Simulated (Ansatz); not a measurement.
Species: C₃H₉Al, SMILES `[CH3][Al]([CH3])[CH3]` (charge 0, multiplicity 1).

Task: Give a relaxed geometry from Ansatz (an electronic-structure program) with r2SCAN-D4/def2-TZVP.

Result: the end point of this relaxation (outside a Z-matrix the atoms follow the SMILES, hydrogens last).
Z-matrix (Å, degrees):
```
Al
C 1 1.9571
H 2 1.0931 1 113.78
H 2 1.0962 3 107.46 1 -123.38
H 2 1.0963 3 107.46 4 -113.24
C 1 1.9571 2 120.03 3 -0.22
H 6 1.0931 1 113.74 2 176.63
H 6 1.0959 7 107.59 1 123.78
H 6 1.0965 7 107.31 8 113.25
C 1 1.9571 2 119.99 3 179.86
H 10 1.0931 1 113.76 2 2.48
H 10 1.0961 11 107.55 1 -123.64
H 10 1.0964 11 107.36 12 -113.24
```
